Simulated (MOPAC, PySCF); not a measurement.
CH₅BSi, SMILES `B[Si]C` (singlet; the order of the spin states depends on the level), neutral singlet in the gas phase. This singlet lies 0.30 eV below the relaxed triplet at the level frozen-core CCSD(T)/cc-pVTZ // B3LYP-D3(BJ)/def2-TZVP (Ansatz); other levels give the other order.

Cartesian coordinates (Å):
```xyz
8

B      1.6780    -0.1004    -0.1143
Si     0.0554     0.1554     0.9506
C     -1.3572     0.0972    -0.3381
H      2.1815    -1.1793    -0.2450
H      2.3379     0.8323    -0.4748
H     -1.1865     0.7992    -1.1580
H     -2.3287     0.2987     0.1107
H     -1.3804    -0.9031    -0.7843
```
Charge 0, spin multiplicity 1.

All levels are single points at this geometry (B3LYP-D3(BJ)/def2-TZVP); Pople sets use spherical d functions. Orbital energies aren't observables, and empty levels follow the basis.

```tsv
level	HOMO (eV)	LUMO (eV)	gap (eV)	dipole (D)	vertical IE, Delta-SCF (eV)
B3LYP-D3(BJ)/def2-TZVP in PySCF	-5.80	-2.54	3.26	1.40	–
PBE-D3(BJ)/def2-TZVP in PySCF	-5.02	-3.24	1.78	1.54	–
B3LYP/3-21G in PySCF	-5.63	-2.48	3.16	1.59	–
B3LYP/6-311+G** in PySCF	-5.82	-2.59	3.23	1.42	–
B3LYP/6-31G* in PySCF	-5.61	-2.40	3.21	1.53	8.00
B3LYP/LANL2DZ in PySCF	-5.67	-2.52	3.15	1.45	–
BP86/6-31G* in PySCF	-4.92	-3.19	1.73	1.64	–
PBE/6-31G* in PySCF	-4.82	-3.10	1.72	1.66	7.91
SVWN5/6-31G* in PySCF	-4.87	-3.24	1.62	1.70	8.06
HF/3-21G in PySCF	-8.00	1.00	8.99	1.58	–
PM3 in MOPAC	-8.02	-2.05	5.96	2.20	–
PM6 in MOPAC	-7.10	-1.49	5.61	1.32	–
PM7 in MOPAC	-9.00	-0.83	8.17	2.05	–
```
